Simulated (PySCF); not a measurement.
# Carbon: a sound run and one with changed settings

Sound run: C⁺ [He] 2s2 2p1, C²⁺ [He] 2s2. Computed with PySCF 2.14 in x2c-SVPall, with scalar relativity by spin-free X2C-1e. The sound run starts from symmetry-adapted Hartree-Fock orbitals and uses a fine grid where one is needed.

Changed run: 26 angular points. This setting is unsound on purpose.

| species | method | sound run (hartree) | changed run (hartree) | converged |
| --- | --- | --- | --- | --- |
| C⁺ | UHF | -37.25916 | -37.25916 | yes |
| C⁺ | r2SCAN | -37.37124 | -37.37276 | yes |
| C⁺ | B3LYP | -37.40326 | -37.40298 | yes |
| C²⁺ | UHF | -36.36599 | -36.36599 | yes |
| C²⁺ | r2SCAN | -36.44768 | -36.44768 | yes |
| C²⁺ | B3LYP | -36.47765 | -36.47765 | yes |

Ionisation energy of C⁺:

```csv
method,sound run (eV),changed run (eV)
UHF,24.304,24.304
r2SCAN,25.131,25.173
B3LYP,25.187,25.180
```

A coarse angular grid integrates products of high-l functions wrongly, so density functionals can shift, and the SCF can exploit the error; Hartree-Fock and MP2 need no grid.

For comparison, NIST gives 24.383 eV between the lowest levels.
